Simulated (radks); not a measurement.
Numerical settings for the selenium ion Se+, [Ar] 3d10 4s2 4p3. All-electron calculation, scalar-relativistic Kohn-Sham, PBE, spin-polarised, spherical densities, finite nucleus; open shells are filled with parallel spins first; Fermi nuclear charge, rms radius 4.14 fm. Program: a radial shooting solver on a logarithmic mesh with Libxc functionals. The defaults (mesh step 0.008 in ln r, mesh end at 40 bohr or more with all orbitals vanishing there, Anderson mixing 0.5 over 9 steps, residual threshold near 1e-9 with the energy settled to 1e-9 hartree or 1e-11 of itself, here a cap of 85 iterations) give E = -2429.6237 hartree and 4p at -16.404 eV in 16 iterations. Run on one thread of a shared host, so times are rough (Intel(R) Xeon(R) Platinum 8488C): 0.33 s of CPU time, 0.33 s wall, 16 iterations on 2259 mesh points. Changes against that run (0 stands for a change within the tolerance of the run):

setting                    iterations         converged  E (mhartree)  e(4p) (meV)  CPU (s)
mesh step in ln r 0.012            16               yes             0            0     0.24
mesh step in ln r 0.12              2                no      diverged            -     0.01
mesh step in ln r 0.05             15               yes      +0.00183     -0.00533     0.08
mesh end (bohr) 3                  15               yes          +954    +1.17e+04     0.29
mesh end (bohr) 1                  16  level above zero     +1.28e+05    +6.31e+05     0.24
residual threshold 0.01             9               yes     -0.000519        -1.65     0.23
residual threshold 1e-13           85                no             0            0     0.94
mixing 1                           17               yes             0            0     0.31
linear mixing, mixing 0.8          33                no      diverged            -     0.63
linear mixing, mixing 1            24                no      diverged            -        1
mixing history 20                  19               yes             0            0     0.37
iteration cap 8                     8                no     -0.000519        -1.65     0.17

Settled on a wrong energy, with an occupied level pushed above zero by the early mesh end: mesh end (bohr) 1 (+128 hartree). Apart from these: settings that end as converged yet miss the energy by more than 1 mhartree: mesh end (bohr) 3 (+0.954 hartree). A mesh that ends early acts as a hard wall.
